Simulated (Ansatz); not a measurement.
Reaction (redistribution): `[CH3][AlH][O][SiH2][GaH2]` + `[SiH3]O[SiH3]` → `[CH3][AlH][O][SiH2][SiH3]` + `[SiH3][O][GaH2]`

Calculated with Ansatz (gas phase, PBE0-D4/def2-TZVP geometries, no zero-point term in ΔE). CBS: MP2 limit from def2 TZ/QZ plus the TZ coupled-cluster correction, frozen cores. Functionals use def2-TZVPP. B3LYP here is the variant with VWN-RPA as its local correlation; programs differ in this. For Ga outer-core shells are correlated without core-valence functions, which leaves a few kJ/mol of doubt a bond. Scalar relativity is left out up to krypton. Each species was taken in one conformer, which may not be the lowest.

(1) Is it downhill or uphill in electronic energy at CCSD(T)/CBS, and by how much? (An estimate is asked.)

(2) What do these levels give: PBE-D4, B3LYP-D4, ωB97M-V, B2PLYP, PBE, r2SCAN, MP2/def2-TZVPP, CCSD/def2-TZVPP, CCSD(T)/def2-TZVPP, SCS-MP2/def2-QZVPP, HF/CBS(def2), MP2/CBS(def2)? (Best estimate.)

Largest T1 diagnostic among the species: 0.014.

Results:

(1) The calculation gave: Uphill: ΔE = +0.27 eV.

(2) The calculation gave: PBE-D4 0.16, B3LYP-D4 0.28, ωB97M-V 0.30, B2PLYP 0.28, PBE 0.19, r2SCAN 0.22, MP2/def2-TZVPP 0.23, CCSD/def2-TZVPP 0.27, CCSD(T)/def2-TZVPP 0.22, SCS-MP2/def2-QZVPP 0.29, HF/CBS(def2) 0.44, MP2/CBS(def2) 0.28 eV.

In def2-TZVPP, CCSD(T) changes the Hartree–Fock value by −0.20 eV (the triples alone add −0.04 eV) and MP2 by −0.19 eV. From PBE to PBE0 (25 % exact exchange), in def2-TZVPP and without D4, ΔE moves by +0.06 eV. The D4 term adds −0.05 eV with B3LYP and −0.03 eV with PBE0; it sums over pairs of atoms, weighted by their polarisabilities, and B3LYP, whose exchange is more repulsive, gets the larger term.
